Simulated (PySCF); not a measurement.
Computed Raman spectrum (relative Raman activity) of a molecule C5H6O. The structure is a stationary point at r2SCAN-D4/def2-SVP. Other conformers were not sampled. Level of theory: r2SCAN-D4/def2-SVP in PySCF 2.14.0. Harmonic, unscaled wavenumbers; measured fundamentals usually lie a few per cent lower.

ν (cm⁻¹): 151 (vw), 323 (w), 350 (vw), 459 (vw), 548 (vw), 768 (vw), 808 (vw), 974 (vw), 1215 (w), 1268 (w), 1392 (w), 1421 (w), 1435 (w), 1829 (vw), 2213 (vs), 3024 (vs), 3040 (s), 3094 (s), 3127 (m), 3185 (s), 3476 (m) (against the strongest line: vs over 80 %, s over 45 %, m over 15 %, w over 4 %, vw less)

**Question.** Pick the molecule that these values belong to.
A. C#CC(=C)OC
B. C#CC1COC1
C. O=C1CC=CC1
D. C#CCC(C)=O

**Answer.** D, C#CCC(C)=O
